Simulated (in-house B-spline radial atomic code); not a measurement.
S⁶⁺. Computed with a B-spline radial atomic code. Model: all-electron spherical atom, spin shells full or empty, radial basis limit, no spin-orbit coupling, Breit or QED, empty-state partial waves extrapolated as (l+1/2)^-4, RPA, G0W0 and static COHSEX of the highest shell as one setting changes (uncorrelated shells keep exact exchange).

Given: element S; charge 6; filled core He; hamiltonian non-relativistic; mean-field start PBE; highest l of empty states 9; highest mean-field shell 2p.

Shell: 2s 1 1, 2p 3 3 (electrons up and down).

```
natural log step of frequency grid  RPA correlation energy (hartree)  G0W0 level (eV)  G0W0 minus most complete (meV)  RPA minus most complete (millihartree)  linearised minus solved G0W0 (meV)
                              0.25                          -0.61588          -280.96                               0                                       0                               -35.7
                               0.4                                 ?                ?                               ?                                       ?                                   ?
                               0.6                          -0.61589          -280.96                             0.9                                       0                               -35.7
                               0.9                           -0.6159          -280.96                             0.5                                       0                               -35.7
                               1.3                           -0.6163          -280.96                             0.1                                    -0.4                               -35.7
                               1.8                                 ?                ?                               ?                                       ?                                   ?
                               2.5                          -0.59695          -280.82                           137.8                                    18.9                               -34.4
                               3.5                          -0.67845          -281.12                          -165.3                                   -62.6                               -30.9
```

(1) What follows for natural log step of frequency grid = 1.8?

(2) What follows for natural log step of frequency grid = 0.4?

Answers

(1) RPA correlation energy -0.61426 hartree; G0W0 level -280.95 eV; G0W0 minus most complete 9 meV; RPA minus most complete 1.6 millihartree; linearised minus solved G0W0 -36 meV.

(2) RPA correlation energy -0.61589 hartree; G0W0 level -280.96 eV; G0W0 minus most complete 0.6 meV; RPA minus most complete 0 millihartree; linearised minus solved G0W0 -35.7 meV.
